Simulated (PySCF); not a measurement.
Geometry:
| atom | x (Å) | y (Å) | z (Å) |
| --- | --- | --- | --- |
| O1 | -1.347 | 1.250 | 0.265 |
| C2 | -1.192 | -0.134 | 0.268 |
| C3 | 0.117 | -0.594 | -0.394 |
| F4 | 0.082 | -0.283 | -1.732 |
| C5 | 1.354 | 0.086 | 0.213 |
| F6 | 1.363 | -0.065 | 1.543 |
| F7 | 1.419 | 1.387 | -0.051 |
| F8 | 2.486 | -0.466 | -0.243 |
| H9 | -1.320 | 1.580 | -0.642 |
| H10 | -1.190 | -0.446 | 1.315 |
| H11 | -2.017 | -0.637 | -0.257 |
| H12 | 0.248 | -1.680 | -0.313 |

Geometry: GFN2-xTB; GIAO absolute shieldings from PySCF 2.14, gas phase, non-relativistic, averaged over equivalent atoms.

At PBE0/pcSseg-1 (156 basis functions, 16 s wall time on 1 thread of an x86-64 server CPU, shared host):
```csv
atoms,σ (ppm)
O1,318.0
C5,55.3
C3,91.8
C2,120.4
F6/F7/F8,261.5
F4,415.8
H12,26.95
H11,27.21
H10,27.46
H9,30.45
```

Q: Predict the values at KT3/pcSseg-1 on the same geometry.

A: 
| atoms | σ at KT3/pcSseg-1 | change |
| --- | --- | --- |
| O1 | 301.8 | -16.2 |
| C5 | 55.3 | +0.0 |
| C3 | 91.5 | -0.3 |
| C2 | 117.4 | -3.0 |
| F6/F7/F8 | 251.2 | -10.3 |
| F4 | 398.2 | -17.6 |
| H12 | 27.00 | +0.05 |
| H11 | 27.21 | +0.00 |
| H10 | 27.52 | +0.06 |
| H9 | 30.67 | +0.22 |

The largest change is at F4 (fluorine on an sp3 carbon). Cost: 156 basis functions, 34 s wall time on 1 thread of an Arm Neoverse V2, shared host. The order of the carbon signals is the same at both levels.
